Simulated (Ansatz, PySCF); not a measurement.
Gas-phase reaction in SMILES: [H][P@TB7]([H])([H])([H])[H] (PH5) → [H][P@TB5]([H])([H])[H] (PH4) + H atom (the H-P bond at the site shown breaks; other sites are not compared here)
Geometries: B3LYP-D3(BJ)/def2-TZVP minima from Ansatz (a quantum-chemistry and plane-wave program).

Quantity: bond dissociation energy (enthalpy at 298 K, with B3LYP-D3(BJ) rigid-rotor harmonic-oscillator terms from PySCF), in kJ/mol. Cores are frozen in the correlated levels unless marked. UHF or UKS for open shells. Spin-orbit coupling is left out. No relativistic terms. CBS marks a two-point X^-3 extrapolation of the correlation energy; Hartree-Fock from the larger set. [CCSD(T)-MP2]/basis is that difference in the basis named.

```csv
level,program,bond dissociation energy (kJ/mol)
HF/cc-pV(T+d)Z,Ansatz,159.9
HF-D4/def2-TZVPD,PySCF + dftd4,167.5
PBE/def2-TZVPD,Ansatz,210.8
PBE0-D4/def2-TZVPD,Ansatz + dftd4,217.5
HSE06-D3(BJ)/def2-TZVPD,Ansatz + dftd3,217.0
"RI-MP2/CBS(cc-pV(T+d)Z,cc-pV(Q+d)Z)+[CCSD(T)-MP2]/cc-pV(T+d)Z",Ansatz,238.6
"CCSD(T)/CBS(def2-TZVPPD,def2-QZVPPD)",Ansatz,235.6
```
